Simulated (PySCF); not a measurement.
## J couplings in SMILES BB[AsH2], AsB$_{2}$H$_{5}$

Geometry (Å), atoms numbered from 1 in this order:
```xyz
8

B    -1.206    0.384   -0.576
B    -0.146   -0.672    0.097
As    1.821   -0.256    0.088
H    -1.375    0.489   -1.771
H    -1.827    1.150    0.130
H    -0.416   -1.762    0.549
H     1.787    1.256    0.244
H     2.097   -0.563    1.549
```

Method: indirect couplings at PBE0/pcJ-1 (dyall-v2z on As), isolated molecule, finite nuclei, structure from PBE0-D3(BJ)/def2-SVP; PySCF 2.14.0.

Non-relativistic values:
```
    coupling        atoms  J (Hz)
1J(75As,11B)     As3 – B2   -12.9
 1J(75As,1H)  As3 – H7/H8    97.4
2J(75As,11B)     As3 – B1    -1.3
 2J(75As,1H)     As3 – H6     3.3
 3J(75As,1H)  As3 – H4/H5    15.3
```

What do two-component X2C with spin–orbit coupling give?

Answers


| coupling | atoms | with spin–orbit (Hz) |
| --- | --- | --- |
| 1J(75As,11B) | As3 – B2 | -26.6 |
| 1J(75As,1H) | As3 – H7/H8 | 71.5 |
| 2J(75As,11B) | As3 – B1 | -2.0 |
| 2J(75As,1H) | As3 – H6 | 7.3 |
| 3J(75As,1H) | As3 – H4/H5 | 17.0 |

The largest listed coupling, 1J(75As,1H), ends at 0.73 times its non-relativistic value. Equivalent partners are averaged, as under fast rotation. In the static structure 3J(75As,1H) spreads over 11.0, 23.1 Hz. Couplings to strongly quadrupolar nuclei (75As) are seldom resolved in solution.
